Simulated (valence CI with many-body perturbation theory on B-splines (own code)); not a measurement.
Values are calculated unless marked as measured or tabulated.
# Basis-set convergence for Ge⁺

Level of theory: valence CI with perturbative core correlation (CI+MBPT): three valence electrons over a frozen Dirac-Fock core [Ar] 3d10, radial functions for each j: 9 s, 9 p, 8 d, 6 f, 3 g, 1 h, with the one-electron correlation potential Σ1, the two-electron term Σ2, the three-electron term Σ3, Breit, model QED; selected CI, second order for the rest, scaled by the run's own slope (own B-spline code, finite nucleus).

Set against measurement, 19 paired levels are off by 288 cm⁻¹ on average, the worst by 501. These come from a selection out of the NIST Handbook of Basic Atomic Spectroscopic Data. Levels without a partner in it may be off by more.

The reference run has the lowest level 4s²4p ²P°_1/2 and an ionisation energy of 15.8887 eV. Its largest variational space holds 12379 state functions.

Names give the largest LS component (configuration and term), which can be under half, so a name can repeat, a term be missing and a line seem to break the LS rules; names also repeat where a configuration has a term twice.

Changed runs:
A. basis 6 s, 6 p, 5 d, 3 f, 1 g
B. basis 5 s, 5 p, 4 d, 2 f

Excitation energies of the reference run in cm⁻¹, and shifts in cm⁻¹:

| Level | Reference | A | B |
| --- | --- | --- | --- |
| 4s²4p ²P°_3/2 | 1754 | -2.3 | -5.7 |
| 4s4p² ⁴P_1/2 | 51204 | -87 | -224 |
| 4s4p² ⁴P_3/2 | 51915 | -88 | -226 |
| 4s4p² ⁴P_5/2 | 52984 | -88 | -225 |
| 4s²5s ²S_1/2 | 62274 | -56 | -154 |
| 4s4p² ²D_3/2 | 64588 | -0.8 | +141 |
| 4s4p² ²D_5/2 | 64759 | -0.6 | +142 |
| 4s²5p ²P°_1/2 | 78773 | -59 | -144 |
| 4s²5p ²P°_3/2 | 79128 | -59 | -146 |
| 4s²4d ²D_3/2 | 80611 | +73 | +386 |
| 4s²4d ²D_5/2 | 80787 | +72 | +383 |
| 4s4p² ²S_1/2 | 85389 | +62 | +248 |
| Ionisation energy (eV) | 15.8887 | -0.0096 | -0.0277 |
